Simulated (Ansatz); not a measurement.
Z-matrix (Å, degrees):
```
C
C 1 1.3243
H 2 1.0814 1 123.03
H 1 1.0873 2 115.33 3 -0.08
C 1 1.4850 4 117.32 2 -179.99
H 5 1.0894 1 111.69 4 179.99
H 5 1.0941 6 108.51 1 -122.16
H 5 1.0941 6 108.51 7 -115.67
Cl 2 1.7258 3 112.71 1 179.85
```
Charge 0, multiplicity 1.

The numbers are results of Ansatz (an electronic-structure program) with frozen-core CCSD(T)/cc-pVTZ // PBE0-D3(BJ)/def2-TZVP, not measurements.

```json
{
  "HF energy": "-576.05320 Ha",
  "MP2 correlation energy": "-0.69066 Ha"
}
```

Question: Estimate the CCSD correlation energy, the (T) correction, the total energy and the T1 diagnostic.

Answer: 
```
Item                            Result
-----------------------  -------------
CCSD correlation energy    -0.73215 Ha
(T) correction             -0.03237 Ha
CCSD(T) total energy     -576.81773 Ha
T1 diagnostic                    0.010
```
